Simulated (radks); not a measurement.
He+, configuration 4p1 (not the ground configuration). Method: non-relativistic Kohn-Sham, TPSS, spin-polarised, spherical densities, point nucleus; open shells are filled with parallel spins first; meta-GGA in the generalised Kohn-Sham scheme; computed with a radial shooting solver on a logarithmic mesh with Libxc functionals.

Normalised radial functions P(r) = r R(r), r in bohr:

| r | 4p up |
|---|---|
| 0.03157 | 0.0005 |
| 0.0395 | 0.0007 |
| 0.04981 | 0.0011 |
| 0.06232 | 0.0017 |
| 0.07859 | 0.0027 |
| 0.09911 | 0.0042 |
| 0.124 | 0.0064 |
| 0.1564 | 0.0099 |
| 0.1956 | 0.0149 |
| 0.2467 | 0.0224 |
| 0.3111 | 0.0333 |
| 0.3893 | 0.0480 |
| 0.4909 | 0.0686 |
| 0.6142 | 0.0942 |
| 0.7745 | 0.1240 |
| 0.9768 | 0.1544 |
| 1.222 | 0.1746 |
| 1.541 | 0.1705 |
| 1.928 | 0.1316 |
| 2.431 | 0.0445 |
| 3.066 | -0.0798 |
| 3.836 | -0.1984 |
| 4.838 | -0.2382 |
| 6.053 | -0.1345 |
| 7.633 | 0.0825 |
| 9.626 | 0.3135 |
| 12.04 | 0.3826 |
| 15.19 | 0.2299 |
| 19 | 0.0854 |
| 23.96 | 0.0164 |
| 30.22 | 0.0016 |

4p up: eigenvalue -2.936 eV, 2 radial nodes at r = 2.66, 7.04 bohr, <r> = 11.0 bohr, 90 % of the charge inside 15.2 bohr.
